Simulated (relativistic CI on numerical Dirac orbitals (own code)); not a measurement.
# Sn XVII: q coefficients and field-shift factors

Calculated at this level of theory: Dirac-Coulomb-Breit CI, KLI orbitals optimised for each configuration, derivatives by finite differences, unscaled Slater integrals, QED left out (own radial code, finite nucleus).

Configuration list (outside the closed core [Ar] 3d10): 4s²4p⁴, 4s4p⁵, 4p⁶, 4s²4p³4d, 4s4p⁴4d, 4s²4p³4f. Double excitations out of closed p, d and f shells are left out; levels of such configurations are missing from the list, as are those of other unlisted configurations, and high levels can miss mixing partners.

With x = (α/α₀)² − 1 an excitation energy changes as ω = ω₀ + qx; K = 2q/ω₀ is the relative enhancement. Terms are leading LS components, so labels can repeat. The field-shift factor is F = δν/δ⟨r²⟩ for the transition from the lowest level.

Lowest level 4s²4p⁴ ³P2.

| Level | ω₀ (cm⁻¹) | q (cm⁻¹) | F (GHz/fm²) |
| --- | --- | --- | --- |
| 4s²4p⁴ ³P0 | 37352 | 10830 | -0.671 |
| 4s²4p⁴ ³P1 | 72503 | 85120 | -2.31 |
| 4s²4p⁴ ¹D2 | 94787 | 83260 | -2.21 |
| 4s²4p⁴ ¹S0 | 191625 | 160600 | -5.52 |
| 4s4p⁵ ³P°2 | 426385 | 101100 | -95.7 |
| 4s4p⁵ ³P°1 | 460581 | 118800 | -91.8 |
| 4s4p⁵ ³P°0 | 502990 | 181100 | -94.3 |
| 4s4p⁵ ¹P°1 | 554600 | 148800 | -75.3 |
| 4s²4p³4d ⁵D°2 | 568354 | 20530 | 2.13 |
| 4s²4p³4d ⁵D°3 | 571083 | 28470 | 2.34 |
| 4s²4p³4d ⁵D°0 | 571663 | 34220 | 0.081 |
| 4s²4p³4d ⁵D°1 | 577212 | 49280 | -2.56 |
| 4s²4p³4d ⁵D°4 | 582170 | 42600 | 2.33 |
| 4s²4p³4d ⁵D°2 | 597624 | 49720 | 0.935 |
| 4s²4p³4d ³G°3 | 626550 | 63450 | 1.57 |
| 4s²4p³4d ³D°1 | 633747 | 80980 | 0.94 |
| 4s²4p³4d ³F°2 | 635832 | 84540 | 0.58 |
| 4s²4p³4d ¹S°0 | 639968 | 82310 | 0.871 |
| 4s²4p³4d ³F°3 | 644589 | 86390 | 0.847 |
| 4s²4p³4d ³D°3 | 650341 | 89420 | 0.988 |
| 4s²4p³4d ³G°4 | 655223 | 93750 | 0.915 |
| 4s²4p³4d ³F°4 | 666408 | 94940 | 0.905 |
| 4s²4p³4d ³D°1 | 669068 | 47500 | -0.901 |

At this charge energies of transitions that change n are usually good to better than 1 %, and those within a shell (Δn = 0) to a few per cent.

Problem. Which transition from the lowest level has the largest |K|?

Solution. 4s²4p⁴ ³P1 at 72503 cm⁻¹, K = 2.35.
